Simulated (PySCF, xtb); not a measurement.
C2H4BN3, SMILES N1B(N)N=CC=1.

Geometry: B3LYP-D3(BJ)/def2-SVP. The structure was generated by enumeration, and PubChem lists no compound with its InChIKey, so it may never have been made. One conformer was computed; it need not be the lowest.

Method: IEF-PCM-B3LYP/def2-SVP run with PySCF.

The values are the electrostatic part of the solvation free energy, E(continuum) − E(gas) at the gas-phase geometry, in a cavity of scaled van der Waals radii (PySCF's table); cavitation and dispersion terms are not included. In vacuum the orbital gap is 4.58 eV. The dipole moment in vacuum is 0.82 D.

Computed values in water (ε = 78.36), 1-octanol (ε = 9.86), ethylethanoate (ε = 5.99):
```tsv
solvent	ε	ΔG(elec) (kcal/mol)	dipole (D)	gap (eV)
water	78.36	-8.6	0.77	4.83
1-octanol	9.86	-7.4	0.80	4.80
ethylethanoate	5.99	-6.6	0.81	4.78
```

For comparison, GFN2-xTB/ALPB(water) (xtb, at the GFN2-xTB geometry, all terms of that model) gives -9.1 kcal/mol.
